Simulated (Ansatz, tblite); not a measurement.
Cost and result up the ladder for the cluster Li2Te (3 atoms). Total charge 0; singlet. Geometry: PBE-D4/def2-TZVP.

Cartesian coordinates in Å:
```
Li -0.005 -1.742 0.812
Li 1.022 1.446 -0.747
Te -1.018 0.296 -0.065
```

Ansatz on 4 threads of Arm Neoverse V2 on a shared host; xTB runs through tblite on one thread. Times are rough, summed over both states, and most runs start from the orbitals of an earlier one. CCSD(T)/def2-TZVPP serves as the yardstick here, not as an exact answer. The other state is a quintet at its own geometry.

In the def2 sets Te takes a core potential; there is no spin–orbit coupling. The xTB rows come from tblite. HSE06 is defined as in plane-wave codes, on full-range PBE exchange. Correlated methods freeze 4 core orbitals; core or outer-core shells of Li, Te are correlated, in sets that lack core-valence functions. The structure comes from a short search, and lower isomers may exist.

xTB has no spin-polarisation term.

```
                         level  functions  wall time  quintet − singlet (eV)  difference from CCSD(T)/def2-TZVPP (eV)
                      GFN1-xTB         17    0.003 s                    8.96                                     4.01
                      GFN2-xTB         17    0.003 s                    6.09                                     1.15
                  HF/def2-TZVP         78      0.6 s                    3.31                                    -1.63
                 MP2/def2-TZVP         78     0.75 s                    4.96                                     0.02
PBE-D4/def2-TZVP (with forces)         78      1.2 s                    4.87                                    -0.07
            HSE06-D4/def2-TZVP         78      1.4 s                    4.87                                    -0.08
            BHLYP-D4/def2-TZVP         78      1.9 s                    4.79                                    -0.15
             PBE0-D4/def2-TZVP         78      1.9 s                    4.86                                    -0.09
             RPA@PBE/def2-TZVP         78        2 s                    4.42                                    -0.52
           r2SCAN-D4/def2-TZVP         78      2.6 s                    5.03                                     0.08
            CCSD(T)/def2-TZVPP         88      3.9 s                    4.95                                     0.00
          r2SCAN0-D4/def2-TZVP         78        4 s                    4.97                                     0.03
             ωB97X-V/def2-TZVP         78      6.9 s                    5.22                                     0.27
```
